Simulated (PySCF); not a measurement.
PySCF input for Si(F)2(Cl)(Et) (C2H5ClF2Si), SMILES Cl[Si](CC)(F)F, PBE/pcSseg-1. Geometry optimised at r2SCAN-D4/def2-SVP. The values are those of a single conformer.

```python
import numpy as np
from pyscf import gto, scf, dft
from pyscf.prop.nmr import rks as nmr

mol = gto.M(
    atom='''
    C    -2.47898731   -0.20088775    0.19587622
    C    -1.41841653    0.89387812    0.03273560
    Si    0.27523212    0.24005833   -0.28671370
    F     0.30705311   -0.62936807   -1.64396615
    F     1.34002654    1.43329677   -0.47947510
    Cl    0.94164875   -0.96468497    1.23028491
    H    -2.24021998   -0.86414299    1.04188717
    H    -2.54979160   -0.82666481   -0.70754458
    H    -3.47326297    0.23326914    0.38072960
    H    -1.36816652    1.53549113    0.93061304
    H    -1.66913115    1.56757515   -0.80723660
    ''',
    basis='pcSseg-1',
    charge=0,
    spin=0,
    max_memory=1600,
    verbose=3,
)
mf = dft.RKS(mol, xc='pbe')
mf.grids.level = 3
mf.conv_tol = 1e-10
mf.max_cycle = 100
mf.kernel()
n = nmr.NMR(mf)
n.verbose = 2
n.max_cycle_cphf = 60
sigma = n.kernel()
print('atom   isotropic/ppm   span/ppm')
for i, s in enumerate(sigma):
    w = np.linalg.eigvalsh((s + s.T) / 2)
    print(f'{mol.atom_symbol(i):2s}{i + 1:3d} {w.mean():14.3f} {w[2] - w[0]:11.3f}')
```

Program output:

```
converged SCF energy = -1028.11187242834
atom   isotropic/ppm   span/ppm
C   1        172.547      16.672
C   2        168.568      13.726
Si  3        343.714      70.735
F   4        286.616     132.738
F   5        278.731     135.708
Cl  6        865.766     302.118
H   7         30.132      10.108
H   8         30.195      10.573
H   9         29.978      12.538
H  10         30.356       9.744
H  11         30.177      10.979
```

Self-consistency was reached.
